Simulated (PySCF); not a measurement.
Species: C₅H₁₁PSi.
Atom-mapped SMILES: `[PH2:1][Si@@H:2]1[CH2:3][CH2:4][C:5]12[CH2:6][CH2:7]2`

Structure used (GFN2-xTB), in Å, numbered top down from 1:
```
atom  x, y, z in Å
P1     3.0580   -0.0592   -0.3186
Si2    0.9627    0.4293   -0.9593
C3     0.1433    1.9738   -0.1677
C4    -1.0319    1.1347    0.3699
C5    -0.5317   -0.2585   -0.0031
C6    -0.5994   -1.4253    0.9380
C7    -1.4429   -1.4136   -0.2952
H8     2.9932   -1.3611   -0.7825
H9     2.7067   -0.4388    0.9647
H10    0.8750    0.3145   -2.4222
H11    0.7199    2.4381    0.6292
H12   -0.1667    2.7619   -0.8471
H13   -1.1933    1.2599    1.4406
H14   -1.9626    1.3724   -0.1454
H15   -1.0855   -1.2762    1.8918
H16    0.2383   -2.1075    0.9816
H17   -2.5060   -1.2542   -0.1843
H18   -1.1860   -2.0839   -1.1022
```

NICS = −σ at a ghost point: NICS(0) at the centroid of the ring atoms, NICS(1) 1 Å to either side along the normal of their mean plane, zz for the tensor component along that normal. Level: GIAO PBE0/pcSseg-1 (PySCF, non-relativistic, gas phase) on the GFN2-xTB geometry, one conformer.

Rings: 1. Si2–C3–C4–C5; 2. C5–C6–C7.

```tsv
set	NICS(0)	NICS(1), two faces	NICS(1)zz, two faces
P	-44.8	-8.7 / -9.3	-21.0 / -22.9
Q	0.9	-0.1 / 0.1	5.7 / 3.9
```

Problem. Which set (ppm) belongs to which ring?

Solution. P = 2, Q = 1.
- 1 (4-membered ring with Si; formal bonds all single): mean NICS(1)zz 4.8 ppm, deshielded. Si2, C3, C4, C5 have four or more neighbours; no verdict on aromaticity is drawn.
- 2 (3-membered carbocycle; formal bonds all single): mean NICS(1)zz -22.0 ppm, shielded. C5, C6, C7 have four or more neighbours; no verdict on aromaticity is drawn.

Problem. How do the rings differ in shape?

Solution. 
```csv
ring,bond lengths (Å),rms pucker (Å),HOMA,nearest outside atom to a NICS(1) probe (Å)
1,"1.919, 1.541, 1.527, 1.903",0.04,–,hydrogen 1.65
2,"1.501, 1.494, 1.500",0.00,–,hydrogen 1.45
```
